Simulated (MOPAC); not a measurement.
A run for MOPAC: PM6 on H4OSn (SMILES [OH][SnH3]), a point of a torsion scan.

```
PM6 1SCF PRECISE CHARGE=0 THREADS=1
H4OSn

O      1.30783934 1     0.15226184 1     0.60763881 1
Sn    -0.50608773 1    -0.00698301 1    -0.05731443 1
H      2.02647991 1    -0.02530290 1     0.00527323 1
H     -0.74102082 1    -1.57083791 1    -0.58368607 1
H     -0.70984095 1     1.08087914 1    -1.30335674 1
H     -1.36447577 1     0.37007332 1     1.29360249 1
```

Program output:

```
*******************************************************************************
 **                                                                           **
 **                              MOPAC v23.2.5                                **
 **                                                                           **
 *******************************************************************************
 ** MOPAC's Digital Object Identifier: https://doi.org/10.5281/zenodo.6511958 **
 **                                                                           **
 ** Please cite the open-source release paper for use of this MOPAC version:  **
 ** J. E. Moussa and J. J. P. Stewart (2026)                                  **
 ** MOPAC: An open-source semiempirical molecular orbital program             **
 ** J. Open Source Softw., 11(119), 8025, https://doi.org/10.21105/joss.08025 **
 *******************************************************************************

                              PM6 CALCULATION RESULTS

 *******************************************************************************
 *  PM6        - The PM6 Hamiltonian to be used
 *
 *
 *
 *                 CHARGE ON SYSTEM = 0
 *
 *
 *
 *  PRECISE    - TIGHTER CRITERIA TO BE USED
 *  1SCF       - DO 1 SCF AND THEN STOP
 *  THREADS=1  - MULTI-THREADING NOT USED
 *  T=         - A TIME OF 172800.0 SECONDS REQUESTED
 *  DUMP=N     - RESTART FILE WRITTEN EVERY 7200.0 SECONDS REQUESTED
 *******************************************************************************
PM6 1SCF PRECISE CHARGE=0 THREADS=1
 H4OSn

   ATOM   CHEMICAL          X               Y               Z
  NUMBER   SYMBOL      (ANGSTROMS)     (ANGSTROMS)     (ANGSTROMS)

     1       O          1.30783934  *   0.15226184  *   0.60763881  *
     2      Sn         -0.50608773  *  -0.00698301  *  -0.05731443  *
     3       H          2.02647991  *  -0.02530290  *   0.00527323  *
     4       H         -0.74102082  *  -1.57083791  *  -0.58368607  *
     5       H         -0.70984095  *   1.08087914  *  -1.30335674  *
     6       H         -1.36447577  *   0.37007332  *   1.29360249  *



          CARTESIAN COORDINATES

    NO.       ATOM           X           Y           Z

     1         O          1.3078      0.1523      0.6076
     2        Sn         -0.5061     -0.0070     -0.0573
     3         H          2.0265     -0.0253      0.0053
     4         H         -0.7410     -1.5708     -0.5837
     5         H         -0.7098      1.0809     -1.3034
     6         H         -1.3645      0.3701      1.2936

 General Reference for PM6:
 "Optimization of Parameters for Semiempirical Methods V: Modification of NDDO Approximations
 and Application to 70 Elements", J. J. P. Stewart, J. Mol. Mod., 13, 1173-1213 (2007)
 URL: https://link.springer.com/article/10.1007/s00894-007-0233-4

           Empirical Formula: H4 O Sn  =     6 atoms



      MOLECULAR POINT GROUP   :   Cs


      RHF CALCULATION, NO. OF DOUBLY OCCUPIED LEVELS = 7


 -------------------------------------------------------------------------------
 PM6 1SCF PRECISE CHARGE=0 THREADS=1
 H4OSn



     1SCF WAS SPECIFIED, SO BFGS WAS NOT USED
     SCF FIELD WAS ACHIEVED


                              PM6 CALCULATION
                                                       MOPAC v23.2.5 Linux




          FINAL HEAT OF FORMATION =         -7.88184 KCAL/MOL =     -32.97760 KJ/MOL


          COSMO AREA              =         94.25 SQUARE ANGSTROMS
          COSMO VOLUME            =         81.24 CUBIC ANGSTROMS

          IONIZATION POTENTIAL    =         10.444306 EV
          HOMO LUMO ENERGIES (EV) =        -10.444  1.522
          NO. OF FILLED LEVELS    =          7
          MOLECULAR WEIGHT        =        138.7210         POINT GROUP:  Cs

          MOLECULAR DIMENSIONS (Angstroms)

            Atom       Atom       Distance
            H     6    H     3     3.64893
            H     4    H     5     2.74781
            H     4    O     1     2.23857


          SCF CALCULATIONS        =          1





   ATOM   CHEMICAL          X               Y               Z
  NUMBER   SYMBOL      (ANGSTROMS)     (ANGSTROMS)     (ANGSTROMS)

     1       O          1.30783934  *   0.15226184  *   0.60763881  *
     2      Sn         -0.50608773  *  -0.00698301  *  -0.05731443  *
     3       H          2.02647991  *  -0.02530290  *   0.00527323  *
     4       H         -0.74102082  *  -1.57083791  *  -0.58368607  *
     5       H         -0.70984095  *   1.08087914  *  -1.30335674  *
     6       H         -1.36447577  *   0.37007332  *   1.29360249  *

                             CARTESIAN COORDINATES

   1    O        1.307839340     0.152261840     0.607638810
   2   Sn       -0.506087730    -0.006983010    -0.057314430
   3    H        2.026479910    -0.025302900     0.005273230
   4    H       -0.741020820    -1.570837910    -0.583686070
   5    H       -0.709840950     1.080879140    -1.303356740
   6    H       -1.364475770     0.370073320     1.293602490


           Empirical Formula: H4 O Sn  =     6 atoms



      MOLECULAR POINT GROUP   :   Cs


                  EIGENVALUES
 -27.38025 -18.63397 -15.68477 -12.51283 -12.45422 -11.27508 -10.44431   1.52159
   2.74924   4.05002   4.16760   6.25610


              NET ATOMIC CHARGES AND DIPOLE CONTRIBUTIONS

  ATOM NO.   TYPE          CHARGE      No. of ELECS.   s-Pop       p-Pop
    1          O          -0.806118        6.8061     1.77024     5.03588
    2         Sn           0.673606        3.3264     1.23769     2.08870
    3          H           0.322814        0.6772     0.67719
    4          H          -0.071867        1.0719     1.07187
    5          H          -0.071767        1.0718     1.07177
    6          H          -0.046667        1.0467     1.04667
 DIPOLE           X         Y         Z       TOTAL
 POINT-CHG.    -2.753    -0.565    -2.169     3.550
 HYBRID         0.937    -0.022    -0.034     0.938
 SUM           -1.816    -0.587    -2.203     2.914


          ATOMIC ORBITAL ELECTRON POPULATIONS

     Atom    s        px        py        pz
    1  O   1.77024   1.42301   1.95453   1.65834
    2 Sn   1.23769   0.50949   0.79579   0.78342
    3  H   0.67719
    4  H   1.07187
    5  H   1.07177
    6  H   1.04667

 **********************
 *                    *
 * JOB ENDED NORMALLY *
 *                    *
 **********************




 == MOPAC DONE ==
```

The run finished.

Cost: very roughly 0.020 core-seconds.
